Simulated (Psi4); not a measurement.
F₇Re, singlet, geometry from GFN2-xTB (such geometries of metal compounds can be far from the true shape) (core potentials on Re), with bond 4-1 at 1.6 times its length; Psi4 with PBE/def2-SVP.

Input for Psi4:
```
memory 2 GB

molecule mol {
0 1
Re    0.000000    0.000000    0.000000
F     0.265481    1.806122   -0.292297
F     0.043808   -0.289320   -1.747939
F    -0.070092    0.462911    2.796703
F    -1.657493    0.800273   -0.174002
F     0.860310   -1.610841    0.288189
F    -1.289868   -1.311526    0.184757
F     1.821569    0.315972   -0.006647
}

set {
  basis def2-svp
  reference rks
  scf_type disk_df
}

energy('pbe')
print_variables()
```

It wrote (shortened):

```
   => Loading Basis Set <=

    Name: DEF2-SVP
    Role: ORBITAL
    Keyword: BASIS

    !!!  WARNING: ECP capability is in beta. Please check occupations closely.  !!!

         ---------------------------------------------------------
                                   SCF
               by Justin Turney, Rob Parrish, Andy Simmonett
                          and Daniel G. A. Smith
                              RKS Reference
         ---------------------------------------------------------

  ==> Geometry <==

    Molecular point group: c1
    Full point group: C1

    Geometry (in Angstrom), charge = 0, multiplicity = 1:

       Center              X                  Y                   Z               Mass
    ------------   -----------------  -----------------  -----------------  -----------------
         RE           0.001560811061    -0.010307884832    -0.062275915966   186.955750100000
         F            0.267041811061     1.795814115168    -0.354572915966    18.998403162730
         F            0.045368811061    -0.299627884832    -1.810214915966    18.998403162730
         F           -0.068531188939     0.452603115168     2.734427084034    18.998403162730
         F           -1.655932188939     0.789965115168    -0.236277915966    18.998403162730
         F            0.861870811061    -1.621148884832     0.225913084034    18.998403162730
         F           -1.288307188939    -1.321833884832     0.122481084034    18.998403162730
         F            1.823129811061     0.305664115168    -0.068922915966    18.998403162730

  Running in c1 symmetry.

  Rotational constants: A =      0.05192  B =      0.04513  C =      0.04513 [cm^-1]
  Rotational constants: A =   1556.53403  B =   1353.09251  C =   1353.09222 [MHz]
  Nuclear repulsion =  574.560810472228582

  Charge       = 0
  Multiplicity = 1
  Electrons    = 78
  Nalpha       = 39
  Nbeta        = 39

  ==> Algorithm <==

  SCF Algorithm Type is DISK_DF.
  DIIS enabled.
  MOM disabled.
  Fractional occupation disabled.
  Guess Type is SAD.
  Energy threshold   = 1.00e-06
  Density threshold  = 1.00e-06
  Integral threshold = 1.00e-12

  ==> Primary Basis <==

  Basis Set: DEF2-SVP
    Blend: DEF2-SVP
    Number of shells: 54
    Number of basis functions: 130
    Number of Cartesian functions: 142
    Spherical Harmonics?: true
    Max angular momentum: 3

  Core potential: DEF2-SVP
    Number of shells: 4
    Number of ECP primitives: 10
    Number of ECP core electrons: 60
    Max angular momentum: 3

  ==> DFT Potential <==

   => LibXC <=

    Version 7.1.2
    S. Lehtola, C. Steigemann, M. J. T. Oliveira, and M. A. L. Marques,  SoftwareX 7, 1–5 (2018) (10.1016/j.softx.2017.11.002)

   => Composite Functional: PBE <=

    PBE GGA Exchange-Correlation Functional

    J.P. Perdew et. al., Phys. Rev. Lett., 77(18), 3865-3868, 1996

    Deriv               =              1
    GGA                 =           TRUE
    Meta                =          FALSE

    Exchange Hybrid     =          FALSE
    MP2 Hybrid          =          FALSE

   => Exchange Functionals <=

    1.0000     XC_GGA_X_PBE

   => Correlation Functionals <=

    1.0000     XC_GGA_C_PBE

   => LibXC Density Thresholds  <==

    XC_GGA_C_PBE:  1.00E-12
    XC_GGA_X_PBE:  1.00E-15

   => Molecular Quadrature <=

    Radial Scheme          =       TREUTLER
    Pruning Scheme         =           NONE
    Nuclear Scheme         =       TREUTLER

    Blocking Scheme        =         OCTREE
    BS radius alpha        =              1
    Pruning alpha          =              1
    Radial Points          =             75
    Spherical Points       =            302
    Total Points           =         173762
    Total Blocks           =           1370
    Max Points             =            256
    Max Functions          =            125
    Weights Tolerance      =       1.00E-15

   => Loading Basis Set <=

    Name: (DEF2-SVP AUX)
    Role: JKFIT
    Keyword: DF_BASIS_SCF

  ==> Integral Setup <==

  ==> DiskDFJK: Density-Fitted J/K Matrices <==

    J tasked:                  Yes
    K tasked:                   No
    wK tasked:                  No
    Integrals threads:           1
    Algorithm:                Core
    Integral Cache:           NONE
    Schwarz Cutoff:          1E-12
    Fitting Condition:       1E-10

   => Auxiliary Basis Set <=

  Basis Set: (DEF2-SVP AUX)
    Blend: DEF2-UNIVERSAL-JKFIT
    Number of shells: 220
    Number of basis functions: 766
    Number of Cartesian functions: 992
    Spherical Harmonics?: true
    Max angular momentum: 6

  Minimum eigenvalue in the overlap matrix is 5.4738857345E-03.
  Reciprocal condition number of the overlap matrix is 1.3437406638E-03.
    Using symmetric orthogonalization.

  ==> Pre-Iterations <==

  SCF Guess: Superposition of Atomic Densities via on-the-fly atomic UHF (no occupation information).

 WARNING: Atomic UHF is not converging! Try casting from a smaller basis or call Rob at CCMST.
   -------------------------
    Irrep   Nso     Nmo
   -------------------------
     A        130     130
   -------------------------
    Total     130     130
   -------------------------

  ==> Iterations <==

                           Total Energy        Delta E     RMS |[F,P]|

   @DF-RKS iter SAD:  -775.04504338788286   -7.75045e+02   0.00000e+00
   @DF-RKS iter   1:  -774.30463031261627    7.40413e-01   1.45363e-02 ADIIS/DIIS
   @DF-RKS iter   2:  -752.98910425692213    2.13155e+01   4.13325e-02 ADIIS/DIIS
   @DF-RKS iter   3:  -771.03810453218614   -1.80490e+01   2.68541e-02 ADIIS/DIIS
   @DF-RKS iter   4:  -775.20490738950400   -4.16680e+00   1.16175e-02 ADIIS/DIIS
   @DF-RKS iter   5:  -765.77816857087657    9.42674e+00   2.55140e-02 ADIIS/DIIS
   @DF-RKS iter   6:  -775.75106979424800   -9.97290e+00   6.48295e-03 ADIIS/DIIS
   @DF-RKS iter   7:  -769.78094065684445    5.97013e+00   2.02701e-02 ADIIS/DIIS
   @DF-RKS iter   8:  -771.40608623487526   -1.62515e+00   2.05961e-02 ADIIS/DIIS
   @DF-RKS iter   9:  -771.80289668924263   -3.96810e-01   2.07986e-02 ADIIS/DIIS
   @DF-RKS iter  10:  -769.84353559064539    1.95936e+00   2.04569e-02 ADIIS/DIIS
   @DF-RKS iter  11:  -769.42233139680275    4.21204e-01   2.14216e-02 ADIIS/DIIS
   @DF-RKS iter  12:  -769.54709948409686   -1.24768e-01   2.10608e-02 ADIIS/DIIS
   @DF-RKS iter  13:  -771.40488282883484   -1.85778e+00   2.04094e-02 ADIIS/DIIS
   @DF-RKS iter  14:  -773.97401079871054   -2.56913e+00   1.76259e-02 ADIIS/DIIS
   @DF-RKS iter  15:  -772.80130150569778    1.17271e+00   2.12500e-02 ADIIS/DIIS
   @DF-RKS iter  16:  -775.74260892050643   -2.94131e+00   6.17902e-03 ADIIS/DIIS
   @DF-RKS iter  17:  -775.69390348266802    4.87054e-02   7.06187e-03 ADIIS/DIIS
   @DF-RKS iter  18:  -776.03822961834896   -3.44326e-01   1.24682e-03 ADIIS/DIIS
   @DF-RKS iter  19:  -775.18582123861245    8.52408e-01   1.19124e-02 ADIIS/DIIS
   @DF-RKS iter  20:  -775.29324996578316   -1.07429e-01   1.12170e-02 ADIIS/DIIS
   @DF-RKS iter  21:  -771.50624573057371    3.78700e+00   2.10918e-02 ADIIS/DIIS
   @DF-RKS iter  22:  -771.02936711024404    4.76879e-01   2.08788e-02 ADIIS/DIIS
   @DF-RKS iter  23:  -772.55410713794527   -1.52474e+00   2.07384e-02 ADIIS/DIIS
   @DF-RKS iter  24:  -772.69592820929734   -1.41821e-01   2.05529e-02 ADIIS/DIIS
   @DF-RKS iter  25:  -774.02932534778381   -1.33340e+00   1.74695e-02 ADIIS/DIIS
   @DF-RKS iter  26:  -773.88576425375049    1.43561e-01   1.79829e-02 ADIIS/DIIS
   @DF-RKS iter  27:  -775.99628579156251   -2.11052e+00   2.73115e-03 ADIIS/DIIS
   @DF-RKS iter  28:  -775.43760797895038    5.58678e-01   9.91704e-03 ADIIS/DIIS
   @DF-RKS iter  29:  -775.85582294633514   -4.18215e-01   4.70744e-03 ADIIS/DIIS
   @DF-RKS iter  30:  -776.01595548131331   -1.60133e-01   1.81708e-03 ADIIS/DIIS
   @DF-RKS iter  31:  -775.96629180451214    4.96637e-02   3.42701e-03 ADIIS/DIIS
   @DF-RKS iter  32:  -776.03597527600004   -6.96835e-02   1.39143e-03 ADIIS/DIIS
   @DF-RKS iter  33:  -776.03111846212209    4.85681e-03   1.59744e-03 ADIIS/DIIS
   @DF-RKS iter  34:  -776.05058212268921   -1.94637e-02   2.96801e-04 ADIIS/DIIS
   @DF-RKS iter  35:  -776.05107884425411   -4.96722e-04   1.78522e-04 ADIIS/DIIS
   @DF-RKS iter  36:  -776.05132540901616   -2.46565e-04   4.34799e-05 DIIS
   @DF-RKS iter  37:  -776.05131413017671    1.12788e-05   6.19497e-05 DIIS
   @DF-RKS iter  38:  -776.05133127291970   -1.71427e-05   4.38629e-05 DIIS
   @DF-RKS iter  39:  -776.05134820059970   -1.69277e-05   2.06061e-06 DIIS
   @DF-RKS iter  40:  -776.05134810785364    9.27461e-08   3.85734e-06 DIIS
   @DF-RKS iter  41:  -776.05134821880631   -1.10953e-07   1.41929e-06 DIIS
   @DF-RKS iter  42:  -776.05134823525214   -1.64458e-08   4.30396e-07 DIIS
  Energy and wave function converged.

  ==> Post-Iterations <==

   Electrons on quadrature grid:
      Ntotal   =   77.9998245057 ; deviation = -1.755e-04

    Orbital Energies [Eh]
    ---------------------

    Doubly Occupied:

[...]
    Virtual:

[...]
     130A    505.693002

    Final Occupation by Irrep:
              A
    DOCC [    39 ]
    NA   [    39 ]
    NB   [    39 ]

  @DF-RKS Final Energy:  -776.05134823525214

   => Energetics <=

    Nuclear Repulsion Energy =            574.5608104722285816
    One-Electron Energy =               -2250.3561960720721800
    Two-Electron Energy =                 980.6363447155852100
    DFT Exchange-Correlation Energy =     -80.8923073509938462
    Empirical Dispersion Energy =           0.0000000000000000
    VV10 Nonlocal Energy =                  0.0000000000000000
    Total Energy =                       -776.0513482352521351

Computation Completed

Properties will be evaluated at   0.000000,   0.000000,   0.000000 [a0]

Properties computed using the SCF density matrix

 Multipole Moments:

 ------------------------------------------------------------------------------------
     Multipole            Electronic (a.u.)      Nuclear  (a.u.)        Total (a.u.)
 ------------------------------------------------------------------------------------

 L = 1.  Multiply by 2.5417464519 to convert [e a0] to [Debye]
 Dipole X            :          0.2463701           -0.2169816            0.0293884
 Dipole Y            :         -1.6278587            1.4329868           -0.1948719
 Dipole Z            :         -9.8354002            8.6575054           -1.1778949
 Magnitude           :                                                    1.1942676

 ------------------------------------------------------------------------------------

  Variable Map:
  ----------------------------------------------------------------------------
[...]
  Array Variable Map:
  ----------------------------------------------------------------------------
[...]
[...]
```
